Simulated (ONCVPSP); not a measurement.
# zirconium (Zr): one change to an ONCV potential, before and after

| Item | Value |
| --- | --- |
| Element | zirconium |
| Generator | ONCVPSP 4.0.1 |
| Type | optimised norm-conserving Vanderbilt (ONCV) |
| Functional | PBE |
| Relativity | scalar-relativistic |
| Frozen core | [Ar] 3d10 4s2 |
| Valence charge | 10 |
| Reference configuration | 4p6 4d2 5s1 (charge +1) |
| Partial waves | 5s: rc 2.75 bohr, ncon 5, nbas 9, qcut 2 1/bohr, 2 projectors, debl 3.8 Ha; 4p: rc 2.25 bohr, ncon 4, nbas 8, qcut 7.3 1/bohr, 2 projectors, debl 1.3 Ha; 4d: rc 2.40 bohr, ncon 4, nbas 9, qcut 7.4 1/bohr, 2 projectors, debl 1.8 Ha |
| Local potential | polynomial inside 1.80 bohr (lpopt 5, dvloc0 2 Ha) |
| Core correction | Teter function, fcfact 3.25, rcfact 1.65 |

In the p channel the program set the typed energies aside and used -1.438, 0.250 Ha.

Change: local potential polynomial inside 1.80 bohr (lpopt 5, dvloc0 9.5 Ha).

Cutoffs: the cutoffs (Ha) at which the residual kinetic energy of the hardest occupied pseudo-wave falls to 1 and 0.1 mHa per electron; they do not see the model core or the augmentation charge, which bear on the density cutoff. Errors are all-electron minus pseudo energies relative to the spin-unpolarised reference configuration.

Question: Predict the effect on cutoff, ghosts and configuration errors.

Answer: The potential gets neither clearly harder nor softer (14 Ha and 24 Ha → 14 Ha and 24 Ha); the lowest positive-energy flag moves from s at 45.6 eV to none; of the 4 tests that both files solve, the error grows in 0 and shrinks in 1 by more than 15 % and 0.3 meV (median size 24.9 → 25.2 meV); neither file shows a bound ghost.

```tsv
quantity	base	changed
cutoff, loose	14 Ha	14 Ha
cutoff, tight	24 Ha	24 Ha
bound ghosts	none	none
GHOST(+) flags under 300 eV	s at 45.6 eV	none
error for 4p6 4d2 5s2, meV [ΔE -7.14 eV]	+0.8	+0.3
error for 4p6 4d2 5s0, meV [ΔE 12.94 eV]	+2.0	+1.9
error for 4p6 4d1 5s0, meV [ΔE 35.57 eV]	+62	+61
error for 4p6 4d1 5s2, meV [ΔE 0.53 eV]	-48	-48
s: phases at 2.79 bohr within 0.05 rad from the reference energy up to (Ha; the scan ends near 5)	1.0	1.9
p: phases at 2.28 bohr within 0.05 rad from the reference energy up to (Ha; the scan ends near 5)	to the end of the scan	to the end of the scan
d: phases at 2.43 bohr within 0.05 rad from the reference energy up to (Ha; the scan ends near 5)	to the end of the scan	to the end of the scan
rms error of d²Exc/dni dnj with the model core, mHa	0.77	0.77
```
